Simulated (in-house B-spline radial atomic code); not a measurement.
# Ionising Er3+ with different functionals

Computed with a B-spline radial code for spherical atoms: four-component Dirac-Coulomb Hamiltonian, Fermi nucleus of rms radius 5.2516 fm, spin-restricted, spherical fractional occupations for the functionals. The ionisation energy is the difference of two self-consistent energies, [Xe] 4f11 → [Xe] 4f10, without Breit or QED terms; ε is the level of the shell that loses the electron (mean over j). The electron is taken from both j subshells in proportion to 2j + 1, so the result is a j average, not the step between ground levels.

Hybrids are left out here: with spherical fractional occupations of an open shell their exact exchange keeps a self-interaction that integer-occupation calculations don't have.

```csv
method,rung,ΔSCF (eV),-ε(4f) (eV)
LDA VWN5,LDA,45.91,35.74
relativistic LDA,LDA,46.08,35.89
LDA PW92,LDA,45.90,35.73
LDA exchange-only,LDA,44.03,33.92
PBE,GGA,45.54,35.38
PBEsol,GGA,45.59,35.43
BLYP,GGA,45.35,35.20
RPBE,GGA,45.47,35.31
PW91,GGA,45.64,35.48
BP86,GGA,45.64,35.48
AM05,GGA,45.65,35.47
OLYP,GGA,46.05,35.81
```

(1) How do they compare with the NIST value?

Results:

(1) NIST lists 42.42 eV ± 0.04 (semi-empirical, ground level to ground level). Errors run from +1.61 to +3.66 eV. The correlated functionals all miss on the same side by more than they spread, so the cause is common to them (Breit-QED terms, spin polarisation, the choice among j levels, multiplet and fine-structure energies, or a listed next ion that isn't the cheapest removal here) and closeness doesn't rank the functionals.
